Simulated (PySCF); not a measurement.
[Tm(P5)2]+ at several levels of theory

Computed with PySCF 2.14.0 (density fitting, no spin-orbit coupling) at the geometry relaxed with B3LYP:

```xyz
11
[Tm(P5)2]+ (singlet in the valence; each metal's 4f electrons, 12 of them, lie in its core potential, out of spins and levels)
Tm    0.0000    0.0000    0.0000
P     0.0000    1.8308    2.4123
P    -1.7412    0.5657    2.4123
P    -1.0761   -1.4812    2.4123
P     1.0761   -1.4811    2.4123
P     1.7412    0.5658    2.4123
P     0.0000   -1.8308   -2.4123
P    -1.7412   -0.5658   -2.4123
P    -1.0761    1.4811   -2.4123
P     1.0761    1.4812   -2.4123
P     1.7412   -0.5657   -2.4123
```

```
level                                    basis    state  HOMO (eV)  gap (eV)  charge on Tm1 (e)  population of f-type functions on Tm1 (polarisation alone where 4f lies in the core)  dipole about the centre of mass (D)  largest force component (eV/Å)
B3LYP    Tm lcecp-1-SVP with ECP58, P def2-SVP  singlet     -10.97      2.65               0.53                                                                                  0.02                                 0.00                            0.01
 TPSS                                 the same  singlet     -10.39      1.47               0.78                                                                                  0.02                                 0.00                            0.05
B3LYP  Tm lcecp-1-TZVP with ECP58, P def2-TZVP  singlet     -10.77      2.62               1.02                                                                                  0.03                                 0.00                            0.35
```

In the lcecp rows the 4f levels are missing from HOMO and gap, and the state counts the valence alone.

Charges are Mulliken's, which hang on the basis. The relaxation used the grid (50, 194), these runs (75, 302) or, all-electron (x2c bases, spin-free X2C Hamiltonian), (99, 590).

**Question.** A further run in the first row's basis gives HOMO (eV) -10.58, gap (eV) 1.56, charge on Tm1 (e) 0.84, population of f-type functions on Tm1 (polarisation alone where 4f lies in the core) 0.02, dipole about the centre of mass (D) 0.00, largest force component (eV/Å) 0.20. Which level was it?
A. r2SCAN
B. wB97X
C. TPSSh

**Answer.** A. The others give HOMO -13.46 eV (wB97X); -10.80 eV (TPSSh).

In the first row's basis the gap widens with exact exchange: 1.5 to 1.6 eV for TPSS, r2SCAN (none); 2.1 to 2.6 eV for TPSSh, B3LYP (a fixed share); 6.9 eV for wB97X (rising or full at long range).

No frequency check is given that shows the relaxed geometry to be a minimum. An lcecp potential fixes the number of 4f electrons, so in runs with it no electron can move into or out of that shell.
